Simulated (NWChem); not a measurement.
# Correlation energy of Ge

```xyz
1

Ge     0.0000     0.0000     0.0000
```
Charge 0, spin multiplicity 3.

Everything below was run with NWChem.

Basis set: def2-SVP. Each correlation energy counts from its own Hartree-Fock reference.

The Hamiltonian is non-relativistic. The correlated methods keep 9 core orbitals frozen. No SCF solution was tested for a lower state. Open-shell Hartree-Fock references start from PBE0 orbitals. Coupled-cluster values serve here as a point of comparison, not as the truth.

Q: Order these methods by the correlation energy they give, lowest first: UMP2, SCS-UMP2, CCSD on UHF, CCSD[T] on UHF, CCSD on ROHF, CCSD[T] on ROHF.

A: CCSD[T] on ROHF (-185.2 mHa), CCSD[T] on UHF (-181.7 mHa), CCSD on ROHF (-180.0 mHa), CCSD on UHF (-176.6 mHa), UMP2 (-171.4 mHa), SCS-UMP2 (-158.0 mHa)
